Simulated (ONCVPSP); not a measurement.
**Before and after: ONCV potential for phosphorus**

phosphorus (P), optimised norm-conserving Vanderbilt (ONCV), made with ONCVPSP 4.0.1 (PBEsol, scalar-relativistic). Core [Ne], reference 3s2 3p3. Waves: 3s: rc 1.15 bohr, ncon 3, nbas 7, qcut 7 1/bohr, 1 projector; 3p: rc 1.65 bohr, ncon 5, nbas 8, qcut 5.5 1/bohr, 2 projectors, debl 2.6 Ha. Local part: polynomial inside 0.75 bohr (lpopt 5, dvloc0 0 Ha). Core correction: polynomial model core, fcfact 0.25.

Change: core correction Teter function fitted to the true core (icmod 2), fcfact 0.5.

Cutoffs: the cutoffs (Ha) at which the residual kinetic energy of the hardest occupied pseudo-wave falls to 1 and 0.1 mHa per electron; they do not see the model core or the augmentation charge, which bear on the density cutoff. Errors are all-electron minus pseudo energies relative to the spin-unpolarised reference configuration.

**Question.** What does the change do?

**Answer.** The potential gets neither clearly harder nor softer (23 Ha and 95 Ha → 23 Ha and 95 Ha); both files keep a bound ghost (s); of the 4 tests that both files solve, the error grows in 0 and shrinks in 2 by more than 15 % and 0.3 meV (median size 10.3 → 7.3 meV). A model core, the more so a compact one, raises the density cutoff, which this test does not measure.

| quantity | base | changed |
| --- | --- | --- |
| cutoff, loose | 23 Ha | 23 Ha |
| cutoff, tight | 95 Ha | 95 Ha |
| bound ghosts | s | s |
| GHOST(+) flags under 300 eV | none | none |
| error for 3s2 3p2, meV [ΔE 9.70 eV] | -1.5 | -1.5 |
| error for 3s2 3p1, meV [ΔE 28.81 eV] | -6.5 | -5.5 |
| error for 3s2 3p0, meV [ΔE 58.52 eV] | -17 | -9.2 |
| error for 3s0 3p5, meV [ΔE 17.15 eV] | -14 | -14 |
| s: phases at 1.17 bohr within 0.05 rad from the reference energy up to (Ha; the scan ends near 5) | to the end of the scan | to the end of the scan |
| p: phases at 1.68 bohr within 0.05 rad from the reference energy up to (Ha; the scan ends near 5) | 4.4 | 4.4 |
| rms error of d²Exc/dni dnj with the model core, mHa | 0.21 | 0.44 |

Base: The cutoffs count occupied waves only; projector 2 of the p channel, the hardest unoccupied one, needs 67 Ha at the loose tolerance. Changed file: The cutoffs count occupied waves only; projector 2 of the p channel, the hardest unoccupied one, needs 67 Ha at the loose tolerance. A true bound ghost makes a file unfit for plane-wave use even where its test errors are small: the radial tests pick states by their node count and pass the ghost by.
